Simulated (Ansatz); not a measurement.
Cost and result for the atomization energy of `N#CC(O)(F)[SiH3]` (10 atoms, 9 bonds).

```xyz
10

N     0.4896    1.5649    2.1379
C     0.4343    0.7131    1.3679
C     0.3478   -0.3227    0.3258
O     1.5344   -0.4704   -0.3484
F     0.0100   -1.5071    0.9716
Si   -1.0354    0.0774   -0.9656
H     2.2643   -0.5448    0.2796
H    -1.0192   -1.0307   -1.9464
H    -0.7083    1.3775   -1.5937
H    -2.3176    0.1427   -0.2288
```

Total charge 0; spin multiplicity 1. Geometry: relaxed with PBE0-D4/def2-TZVP. It is one conformer, not always the lowest. Program: Ansatz. All runs use 4 threads of a server CPU on a shared host. Times are those of one run each, without the atoms' runs, and a repeat can differ threefold. Electronic energies, without spin–orbit coupling; frozen cores. CCSD(T)/CBS adds CCSD(T) − MP2 in def2-TZVPP to the MP2 limit, and its time is that of the two runs behind it. T1 = 0.014. B3LYP takes the VWN-RPA correlation (the form of Gaussian; ORCA's B3LYP/G).

CCSD(T)/CBS is a level of theory with its own doubt, some kJ/mol a heavy atom from the limit and from the frozen cores, so smaller differences don't rank the functionals.

| level | functions | wall time | atomization (kJ/mol) | difference from CCSD(T)/CBS | per bond |
| --- | --- | --- | --- | --- | --- |
| revPBE-D4/def2-TZVPP | 253 | 1.8 s | 3881.0 | 16.6 | 1.8 |
| BLYP-D4/def2-TZVPP | 253 | 1.9 s | 3907.8 | 43.4 | 4.8 |
| PBE0-D4/def2-TZVPP | 253 | 2.8 s | 3866.8 | 2.4 | 0.3 |
| BHLYP-D4/def2-TZVPP | 253 | 3.4 s | 3680.4 | -184.0 | -20.4 |
| CAM-B3LYP-D4/def2-TZVPP | 253 | 3.8 s | 3887.0 | 22.6 | 2.5 |
| r2SCAN-D4/def2-TZVPP (with forces) | 253 | 4.2 s | 3867.3 | 2.9 | 0.3 |
| B3LYP-D4/def2-TZVPP (with forces) | 253 | 4.4 s | 3865.2 | 0.8 | 0.1 |
| B2PLYP/def2-TZVPP | 253 | 6.5 s | 3830.9 | -33.5 | -3.7 |
| CCSD(T)/def2-SVP | 108 | 7.5 s | 3632.6 | -231.8 | -25.8 |
| ωB97M-V/def2-TZVPP (with forces) | 253 | 9.5 s | 3885.6 | 21.2 | 2.4 |
| MP2/def2-QZVPP | 475 | 24 s | 3936.2 | 71.8 | 8.0 |
| CCSD(T)/def2-TZVPP | 253 | 2.1 min | 3745.4 | -119.0 | -13.2 |
| CCSD(T)/CBS(def2) | – | 2.5 min | 3864.4 | 0.0 | 0.0 |

The D4 term adds +33.8 kJ/mol with B3LYP and +17.8 kJ/mol with PBE0; it sums over pairs of atoms, weighted by their polarisabilities, and B3LYP, whose exchange is more repulsive, gets the larger term. In def2-TZVPP, CCSD(T) changes the Hartree–Fock value by +1151.8 kJ/mol (the triples alone add +84.6 kJ/mol) and MP2 by +1272.3 kJ/mol; breaking electron pairs costs correlation energy, which Hartree–Fock lacks. From PBE to PBE0 (25 % exact exchange), in def2-TZVPP and without D4, the atomization energy moves by −134.1 kJ/mol: exact exchange takes away binding that semilocal exchange gives to molecules.
